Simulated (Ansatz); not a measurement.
Ansatz results at the PBE0-D4/def2-TZVP geometry: LUMO energy (B3LYP/def2-TZVPP) -0.42 eV; size of the dipole moment (PBE/def2-TZVPP) 1.21 D; HOMO energy (PBE/def2-TZVPP) -6.19 eV.

Each molecule was computed in one conformer, which needn't be the lowest.

**Question.** Which molecule gave them?
A. `[BH]1C[O][SbH]1`
B. `[CH3][Al]1[CH2][C]1(F)F`
C. `O[Si]1(O[SiH3])CO1`
D. `[CH3][Al]([CH3])[CH2]S`

**Answer.** C. The others give `[CH3][Al]([CH3])[CH2]S`: -0.34, 1.00, -5.65; `[BH]1C[O][SbH]1`: -2.09, 1.51, -5.82; `[CH3][Al]1[CH2][C]1(F)F`: -1.59, 3.82, -5.06.

B3LYP here is the variant with VWN-RPA as its local correlation; programs differ in this.
